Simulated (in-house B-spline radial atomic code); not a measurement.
Computed with a B-spline radial atomic code. Model: two electrons, singlet ground state, non-relativistic, full CI in B-splines with partial waves to l = 8 (at full coupling up to 3e-4 hartree above the limit, correlation up to 0.6 % small), density held at that of full coupling by Lieb maximisation.

W(λ) is the mean repulsion in the state of coupling λ less the Hartree energy of the fixed density. Its start is exact exchange, its initial slope is twice the second-order Görling-Levy correlation energy, and its area from 0 to 1 is E_xc. A straight curve means weak, dynamic correlation, and a curve that drops fast and flattens means strong correlation.

Command:
```bash
python run_ac.py task.json out
```
Settings (lengths in bohr, energies in hartree):
```
potential              coulomb
strength               6.75
lmax                   8
```

Run time, properties included: 8.5 s on 1 thread of Intel(R) Xeon(R) Processor @ 2.30GHz, on a shared host.

**W = mean repulsion less Hartree energy, and W of three functionals.**

Given: confinement point charge; nuclear charge 6.75; external potential -Z/r.

Computed: PBE exchange minus exact 75.407 millihartree; SCAN exchange minus exact -4.141 millihartree.

```json
{"coupling": "0", "W xc (hartree)": "-3.996", "W xc minus exchange (millihartree)": "0", "kinetic minus Kohn-Sham (millihartree)": "0", "LDA (PW92) W minus its exchange (millihartree)": "0", "PBE W minus its exchange (millihartree)": "0", "SCAN W minus its exchange (millihartree)": "0"}
{"coupling": "0.02", "W xc (hartree)": "?", "W xc minus exchange (millihartree)": "?", "kinetic minus Kohn-Sham (millihartree)": "?", "LDA (PW92) W minus its exchange (millihartree)": "?", "PBE W minus its exchange (millihartree)": "?", "SCAN W minus its exchange (millihartree)": "?"}
{"coupling": "0.05", "W xc (hartree)": "-4.0006", "W xc minus exchange (millihartree)": "-4.661", "kinetic minus Kohn-Sham (millihartree)": "0.1", "LDA (PW92) W minus its exchange (millihartree)": "-32.37", "PBE W minus its exchange (millihartree)": "-4.72", "SCAN W minus its exchange (millihartree)": "-4.59"}
{"coupling": "0.12", "W xc (hartree)": "-4.0071", "W xc minus exchange (millihartree)": "-11.14", "kinetic minus Kohn-Sham (millihartree)": "0.7", "LDA (PW92) W minus its exchange (millihartree)": "-65.08", "PBE W minus its exchange (millihartree)": "-11.38", "SCAN W minus its exchange (millihartree)": "-10.91"}
{"coupling": "0.25", "W xc (hartree)": "-4.019", "W xc minus exchange (millihartree)": "-23.037", "kinetic minus Kohn-Sham (millihartree)": "2.9", "LDA (PW92) W minus its exchange (millihartree)": "-114.17", "PBE W minus its exchange (millihartree)": "-23.81", "SCAN W minus its exchange (millihartree)": "-22.4"}
{"coupling": "0.4", "W xc (hartree)": "-4.0325", "W xc minus exchange (millihartree)": "-36.549", "kinetic minus Kohn-Sham (millihartree)": "7.3", "LDA (PW92) W minus its exchange (millihartree)": "-161.46", "PBE W minus its exchange (millihartree)": "-38.13", "SCAN W minus its exchange (millihartree)": "-35.32"}
{"coupling": "0.6", "W xc (hartree)": "-4.0502", "W xc minus exchange (millihartree)": "-54.215", "kinetic minus Kohn-Sham (millihartree)": "16.1", "LDA (PW92) W minus its exchange (millihartree)": "-215.61", "PBE W minus its exchange (millihartree)": "-57.06", "SCAN W minus its exchange (millihartree)": "-52.06"}
{"coupling": "0.8", "W xc (hartree)": "-4.0674", "W xc minus exchange (millihartree)": "-71.494", "kinetic minus Kohn-Sham (millihartree)": "28.2", "LDA (PW92) W minus its exchange (millihartree)": "-263.14", "PBE W minus its exchange (millihartree)": "-75.73", "SCAN W minus its exchange (millihartree)": "-68.32"}
{"coupling": "1", "W xc (hartree)": "?", "W xc minus exchange (millihartree)": "?", "kinetic minus Kohn-Sham (millihartree)": "?", "LDA (PW92) W minus its exchange (millihartree)": "?", "PBE W minus its exchange (millihartree)": "?", "SCAN W minus its exchange (millihartree)": "?"}
{"coupling": "1.4", "W xc (hartree)": "-4.1171", "W xc minus exchange (millihartree)": "-121.12", "kinetic minus Kohn-Sham (millihartree)": "82.6", "LDA (PW92) W minus its exchange (millihartree)": "-381.55", "PBE W minus its exchange (millihartree)": "-129.84", "SCAN W minus its exchange (millihartree)": "-114.56"}
{"coupling": "2", "W xc (hartree)": "-4.1636", "W xc minus exchange (millihartree)": "-167.67", "kinetic minus Kohn-Sham (millihartree)": "161.6", "LDA (PW92) W minus its exchange (millihartree)": "-477.63", "PBE W minus its exchange (millihartree)": "-180.91", "SCAN W minus its exchange (millihartree)": "-157.52"}
{"coupling": "3", "W xc (hartree)": "-4.2351", "W xc minus exchange (millihartree)": "-239.13", "kinetic minus Kohn-Sham (millihartree)": "339.6", "LDA (PW92) W minus its exchange (millihartree)": "-608.56", "PBE W minus its exchange (millihartree)": "-259.5", "SCAN W minus its exchange (millihartree)": "-223.06"}
{"coupling": "4.5", "W xc (hartree)": "-4.3299", "W xc minus exchange (millihartree)": "-333.94", "kinetic minus Kohn-Sham (millihartree)": "693.5", "LDA (PW92) W minus its exchange (millihartree)": "-763.42", "PBE W minus its exchange (millihartree)": "-363.86", "SCAN W minus its exchange (millihartree)": "-309.87"}
{"coupling": "7", "W xc (hartree)": "-4.4615", "W xc minus exchange (millihartree)": "-465.6", "kinetic minus Kohn-Sham (millihartree)": "1444.4", "LDA (PW92) W minus its exchange (millihartree)": "-958.01", "PBE W minus its exchange (millihartree)": "-509.19", "SCAN W minus its exchange (millihartree)": "-431.17"}
{"coupling": "10", "W xc (hartree)": "-4.587", "W xc minus exchange (millihartree)": "-591.06", "kinetic minus Kohn-Sham (millihartree)": "2503.3", "LDA (PW92) W minus its exchange (millihartree)": "-1131.5", "PBE W minus its exchange (millihartree)": "-649.16", "SCAN W minus its exchange (millihartree)": "-548.73"}
```

(1) What belongs in the row 0.02?

(2) What belongs in the row 1?

(3) What is the LDA exchange minus exact?

**Energy parts, natural occupations and partial-wave weights.**

Computed: total energy -41.4999 hartree; correlation energy -0.045023 hartree; kinetic part of the DFT correlation energy 0.043374 hartree; initial slope twice GL2 -0.093464 hartree; kinetic part over minus potential part 0.49068; Hartree energy 7.9919 hartree; Lieb Oxford ratio E_xc over LDA exchange 1.1778.

| natural | occupation of the shell (electrons) |
| --- | --- |
| s | 1.9988 |
| p | 0.00067905 |
| s | ? |
| d | 3.7025e-05 |
| p | 2.5854e-05 |
| s | 1.0277e-05 |

(4) What belongs in the row s?

```json
{"wave": "s", "weight": "0.99962"}
{"wave": "p", "weight": "?"}
{"wave": "d", "weight": "2.0824e-05"}
{"wave": "f", "weight": "3.085e-06"}
{"wave": "g", "weight": "7.367e-07"}
```

(5) What belongs in the row p?

(6) What is the Kohn-Sham kinetic?

(7) What is the exchange energy?

Answers

(1) W xc (hartree): -3.9978; W xc minus exchange (millihartree): -1.867; kinetic minus Kohn-Sham (millihartree): 0; LDA (PW92) W minus its exchange (millihartree): -15.19; PBE W minus its exchange (millihartree): -1.88; SCAN W minus its exchange (millihartree): -1.85.

(2) W xc (hartree): -4.0843; W xc minus exchange (millihartree): -88.397; kinetic minus Kohn-Sham (millihartree): 43.4; LDA (PW92) W minus its exchange (millihartree): -305.97; PBE W minus its exchange (millihartree): -94.09; SCAN W minus its exchange (millihartree): -84.14.

(3) 564.9 millihartree.

(4) occupation of the shell (electrons): 0.00043605.

(5) weight: 0.0003538.

(6) 41.456 hartree.

(7) -3.996 hartree.

Half-way to full coupling W has made 51 % of its drop, against 50 % for a straight line, and second-order (GL2) theory, half the initial slope, overshoots the correlation energy by about 4 %: correlation is weak here. Over couplings 0 to 1 the errors in E_xc come to about +431 millihartree for LDA, +73 millihartree for PBE, -2.3 millihartree for SCAN, so SCAN is nearest. In LDA and PBE and SCAN the errors of exchange and correlation have opposite signs, so the sum is smaller than the larger of the two.
